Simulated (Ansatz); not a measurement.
The cluster Mg₃O₂. Total charge 0; triplet. Geometry PBE-D4/def2-SVP.

Cartesian coordinates in Å:
```
Mg -1.265 0.788 0.155
Mg 0.513 -0.968 1.020
Mg 1.424 0.342 -2.223
O -1.092 -0.264 1.708
O 0.421 0.103 -0.660
```

At HF/STO-3G, HF/def2-TZVP the charge 0 triplet is spin-contaminated (final ⟨S²⟩ up to 2.79, 2.00 for a pure state). At HF/STO-3G the highest occupied level of the charge 0 triplet lies above zero (up to 0.35 eV). In Hartree–Fock with STO-3G the lack of diffuse functions raises the level. At PBE0-D4/def2-TZVP a broken-symmetry singlet of charge 0 lies 0.41 eV below the triplet, each at its own geometry. Another isomer (singlet) lies 0.04 eV lower at PBE0-D4/def2-TZVP.

Problem. Estimate the α-spin orbital energies around the gap (eV) in Ansatz with HF/STO-3G, HF/def2-TZVP, PBE-D4/def2-TZVP, revPBE-D4/def2-TZVP, ωB97M-V/def2-TZVP.

Solution. 
```json
{"orbital": "HOMO−9", "HF/STO-3G": "-25.98", "HF/def2-TZVP": "-32.56", "PBE-D4/def2-TZVP": "-21.47", "revPBE-D4/def2-TZVP": "-21.47", "ωB97M-V/def2-TZVP": "-27.07"}
{"orbital": "HOMO−8", "HF/STO-3G": "-23.85", "HF/def2-TZVP": "-30.89", "PBE-D4/def2-TZVP": "-19.57", "revPBE-D4/def2-TZVP": "-19.55", "ωB97M-V/def2-TZVP": "-24.73"}
{"orbital": "HOMO−7", "HF/STO-3G": "-7.53", "HF/def2-TZVP": "-14.69", "PBE-D4/def2-TZVP": "-8.36", "revPBE-D4/def2-TZVP": "-8.26", "ωB97M-V/def2-TZVP": "-12.44"}
{"orbital": "HOMO−6", "HF/STO-3G": "-5.61", "HF/def2-TZVP": "-13.19", "PBE-D4/def2-TZVP": "-7.58", "revPBE-D4/def2-TZVP": "-7.49", "ωB97M-V/def2-TZVP": "-11.39"}
{"orbital": "HOMO−5", "HF/STO-3G": "-4.57", "HF/def2-TZVP": "-12.83", "PBE-D4/def2-TZVP": "-6.73", "revPBE-D4/def2-TZVP": "-6.65", "ωB97M-V/def2-TZVP": "-10.64"}
{"orbital": "HOMO−4", "HF/STO-3G": "-4.49", "HF/def2-TZVP": "-12.63", "PBE-D4/def2-TZVP": "-5.84", "revPBE-D4/def2-TZVP": "-5.73", "ωB97M-V/def2-TZVP": "-9.10"}
{"orbital": "HOMO−3", "HF/STO-3G": "-3.75", "HF/def2-TZVP": "-11.93", "PBE-D4/def2-TZVP": "-5.32", "revPBE-D4/def2-TZVP": "-5.24", "ωB97M-V/def2-TZVP": "-8.75"}
{"orbital": "HOMO−2", "HF/STO-3G": "-2.14", "HF/def2-TZVP": "-7.88", "PBE-D4/def2-TZVP": "-4.84", "revPBE-D4/def2-TZVP": "-4.75", "ωB97M-V/def2-TZVP": "-8.31"}
{"orbital": "HOMO−1", "HF/STO-3G": "-1.12", "HF/def2-TZVP": "-6.51", "PBE-D4/def2-TZVP": "-4.64", "revPBE-D4/def2-TZVP": "-4.59", "ωB97M-V/def2-TZVP": "-7.24"}
{"orbital": "HOMO", "HF/STO-3G": "0.35", "HF/def2-TZVP": "-6.17", "PBE-D4/def2-TZVP": "-3.62", "revPBE-D4/def2-TZVP": "-3.58", "ωB97M-V/def2-TZVP": "-5.02"}
{"orbital": "LUMO", "HF/STO-3G": "11.09", "HF/def2-TZVP": "0.30", "PBE-D4/def2-TZVP": "-2.94", "revPBE-D4/def2-TZVP": "-2.91", "ωB97M-V/def2-TZVP": "-0.99"}
{"orbital": "LUMO+1", "HF/STO-3G": "14.20", "HF/def2-TZVP": "0.94", "PBE-D4/def2-TZVP": "-1.58", "revPBE-D4/def2-TZVP": "-1.53", "ωB97M-V/def2-TZVP": "0.63"}
{"orbital": "LUMO+2", "HF/STO-3G": "14.21", "HF/def2-TZVP": "1.08", "PBE-D4/def2-TZVP": "-1.52", "revPBE-D4/def2-TZVP": "-1.48", "ωB97M-V/def2-TZVP": "0.64"}
{"orbital": "LUMO+3", "HF/STO-3G": "15.52", "HF/def2-TZVP": "1.99", "PBE-D4/def2-TZVP": "-0.44", "revPBE-D4/def2-TZVP": "-0.38", "ωB97M-V/def2-TZVP": "1.68"}
{"orbital": "LUMO+4", "HF/STO-3G": "16.29", "HF/def2-TZVP": "2.16", "PBE-D4/def2-TZVP": "-0.44", "revPBE-D4/def2-TZVP": "-0.37", "ωB97M-V/def2-TZVP": "1.83"}
{"orbital": "LUMO+5", "HF/STO-3G": "18.02", "HF/def2-TZVP": "2.40", "PBE-D4/def2-TZVP": "-0.39", "revPBE-D4/def2-TZVP": "-0.34", "ωB97M-V/def2-TZVP": "1.91"}
{"orbital": "β HOMO", "HF/STO-3G": "-3.65", "HF/def2-TZVP": "-11.98", "PBE-D4/def2-TZVP": "-4.80", "revPBE-D4/def2-TZVP": "-4.72", "ωB97M-V/def2-TZVP": "-8.30"}
{"orbital": "β LUMO", "HF/STO-3G": "9.38", "HF/def2-TZVP": "-0.19", "PBE-D4/def2-TZVP": "-3.62", "revPBE-D4/def2-TZVP": "-3.54", "ωB97M-V/def2-TZVP": "-1.56"}
```
